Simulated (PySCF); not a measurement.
The vertical singlet excitations below were computed for one of the candidates. Method: TDDFT PBE0/def2-SVPD, vertical, gas phase, core orbitals frozen in the response (PySCF). Geometries: GFN2-xTB, one conformer each.

```
state  λ (nm)       f
   S1   194.9   0.085
   S2   190.7  0.0086
   S3   182.6   0.151
   S4   178.6   0.100
   S5   174.4   0.220
   S6   172.0   0.181
```

Triplets computed (Tamm–Dancoff): 4.36, 4.44 eV.

Orbital energies (eV): HOMO-3 -8.84, HOMO-2 -8.19, HOMO-1 -7.43, HOMO -7.00, LUMO 0.23, LUMO+1 0.44, LUMO+2 0.98.

Question: Which candidate is it? All have the formula C8H12.
A. `C=CCCC=C1CC1`
B. `C(/C(CC)=C)=C/C=C`
C. `CC(C)C1=CCC=C1`
D. `C#CCC1CCCC1`

Answer: A. Its S1 lies at 6.36 eV; the nearest of the others has S1 at 6.68 eV. S1 is HOMO→LUMO (75%), HOMO→LUMO+1 (17%). Löwdin shares by element: HOMO carbon 72% or more (atoms not listed hold the other 29%); LUMO carbon 61% or more (atoms not listed hold the other 39%). At the same level the other candidates give, for their lowest levels:
- `C#CCC1CCCC1`: 186 nm (f 0.000); 179 nm (f 0.005); 177 nm (f 0.001); 166 nm (f 0.013); 165 nm (f 0.045); T1 5.45 eV; HOMO -7.69, LUMO 0.64 eV
- `CC(C)C1=CCC=C1`: 241 nm (f 0.074); 209 nm (f 0.001); 191 nm (f 0.010); 186 nm (f 0.014); 186 nm (f 0.016); T1 3.13 eV; HOMO -6.18, LUMO -0.34 eV
- `C=C/C=C\C(=C)CC`: 262 nm (f 0.853); 217 nm (f 0.009); 205 nm (f 0.005); 194 nm (f 0.011); 193 nm (f 0.002); T1 2.50 eV; HOMO -6.21, LUMO -1.37 eV

The values belong to the conformer `[CH2:1]=[CH:2][CH2:3][CH2:4][CH:5]=[C:6]1[CH2:7][CH2:8]1`: C1–C2–C3–C4 118°, C2–C3–C4–C5 -64°, C3–C4–C5–C6 -118°.
